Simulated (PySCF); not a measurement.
Input file for PySCF: R-B3LYP/6-31G* on MgO, a point of a bond scan (R = 1.913 Å).

```python
from pyscf import gto, scf, dft, mp
from pyscf.data.elements import chemcore

mol = gto.M(
    atom='''
    Mg   -0.00000000   -0.00000000   -0.69577288
    O     0.00000000    0.00000000    1.21760254
    ''',
    basis='6-31g*',
    cart=True,
    charge=0, spin=0, verbose=3, max_memory=1800)
mf = dft.RKS(mol, xc='b3lyp')
mf.conv_tol = 1e-8
mf.max_cycle = 100
mf.kernel()
if not mf.converged:
    mf = mf.newton().run(mf.mo_coeff, mf.mo_occ)
```

The log:

```
converged SCF energy = -275.206696542386
```

The calculation finished and met its thresholds.

Cost: very roughly 2.3 core-seconds.
